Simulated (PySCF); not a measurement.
GeHIO, neutral, multiplicity 1. Atoms are numbered in the order given.

```xyz
4

Ge     0.4473    -1.3505     0.0000
I     -0.0569     1.1575     0.0000
O     -1.2476    -1.9082     0.0000
H     -1.3173    -2.8686     0.0000
```
Charge 0, spin multiplicity 1.

The structure is a stationary point at PBE0-D3(BJ)/def2-TZVP. The def2 effective core potentials stand for the cores of I; spin–orbit coupling is left out. Other conformers were not sampled.

Level of theory: r2SCAN/def2-TZVPD (PySCF).

Mulliken values depend strongly on the basis, most of all with diffuse functions as here. ESP charges are fitted to the potential on shells at 1.4 to 2.0 van der Waals radii. Atomic charges (e):

```csv
atom,Mulliken,ESP fit
Ge1,0.34,0.21
I2,-0.20,-0.10
O3,-0.45,-0.49
H4,0.31,0.39
```
